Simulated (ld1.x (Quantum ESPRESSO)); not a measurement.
## Which change was made? (V, ultrasoft)

ld1.x (Quantum ESPRESSO) 7.5 input, shortened:

```
&input
   title='V', zed=23., rel=1, dft='PZ', iswitch=3,
   config='[Ar] 3d3 4s1 4p1'
 /
 &inputp
   pseudotype=3, tm=.true., lloc=-2, rcloc=1.55,
   nlcc=.false.
 /
6
4S  1  0   1.00   0.00  2.10  2.50  0.0
4S  1  0   0.00   1.75  2.10  2.50  0.0
4P  2  1   1.00   0.00  2.55  2.80  0.0
4P  2  1   0.00   1.35  2.55  2.80  0.0
3D  3  2   3.00   0.00  1.55  2.00  0.0
3D  3  2   0.00   0.60  1.55  2.00  0.0
 &test
   configts(1)='3d3 4s1 4p1'
 /
```

Cutoffs, loose and tight: the cutoffs (Ry, on a coarse ladder) from which the occupation-weighted sum of valence levels, in a spherical-Bessel basis at the reference potential, stays within 10 and 1 mRy of its value at 400 Ry. They do not see the model core or the augmentation charge, which bear on the density cutoff. Test errors are all-electron minus pseudo excitation energies from the reference, over the configurations 3d3 4s2 4p0; 3d3 4s1 4p0; 3d3 4s0 4p0; 3d3 4s1.5 4p0; 3d3 4s0 4p1; 3d3 4s0 4p2; 3d3.5 4s1.5 4p0 (two spin-polarised tests are not counted in the largest error); variants that change the core or the reference have their own tests. The largest error is taken over the tests solved by every variant that gives reliable tests at all, those not shown here included: 3d3 4s0 4p0; 3d3 4s0 4p2; 3d3 4s1 4p0; 3d3 4s1.5 4p0; 3d3 4s2 4p0; 3d3.5 4s1.5 4p0.

The base gives: outcome: generated; cutoff, loose: 25 Ry; cutoff, tight: 30 Ry; bound ghosts: none; largest test error (meV): +44.

(1) After one change the result is: outcome: failed: run_pseudo: Errors in PS-KS equation. Which change was it?
A. core [Ne], valence charge 13; reference 3s2 3p6 3d3 4s1.75 4p0.25; waves now 3s (bound): rcut 1.25, rcutus 1.35 bohr; 4s (bound): rcut 1.25, rcutus 1.35 bohr; 3p (bound): rcut 1.65, rcutus 2.15 bohr; 4p (bound): rcut 1.65, rcutus 2.15 bohr; 3d (bound): rcut 1.50, rcutus 2.00 bohr; 3d channel at 0.6 Ry: rcut 1.50, rcutus 2.00 bohr; local potential all-electron potential smoothed inside 1.20 bohr (lloc = -1)
B. all radii scaled by about 0.76 (s 1.92, p 2.14, d 1.52 bohr, rcut 1.60/1.94/1.18); local potential all-electron potential smoothed inside 1.18 bohr (lloc = -2)
C. type RRKJ; waves now 4s (bound): rc 2.50 bohr; 4p (bound): rc 2.80 bohr; 3d (bound): rc 2.00 bohr; local potential the d channel; rho0 0.005

Results:

(1) B. The others give: core [Ne], valence charge 13; reference 3s2 3p6 3d3 4s1.75 4p0.25; waves now 3s (bound): rcut 1.25, rcutus 1.35 bohr; 4s (bound): rcut 1.25, rcutus 1.35 bohr; 3p (bound): rcut 1.65, rcutus 2.15 bohr; 4p (bound): rcut 1.65, rcutus 2.15 bohr; 3d (bound): rcut 1.50, rcutus 2.00 bohr; 3d channel at 0.6 Ry: rcut 1.50, rcutus 2.00 bohr; local potential all-electron potential smoothed inside 1.20 bohr (lloc = -1) → outcome: failed: chargeps: negative rho | type RRKJ; waves now 4s (bound): rc 2.50 bohr; 4p (bound): rc 2.80 bohr; 3d (bound): rc 2.00 bohr; local potential the d channel; rho0 0.005 → outcome: generated; cutoff, loose: 55 Ry; cutoff, tight: 70 Ry; bound ghosts: s, p; largest test error (meV): +56.
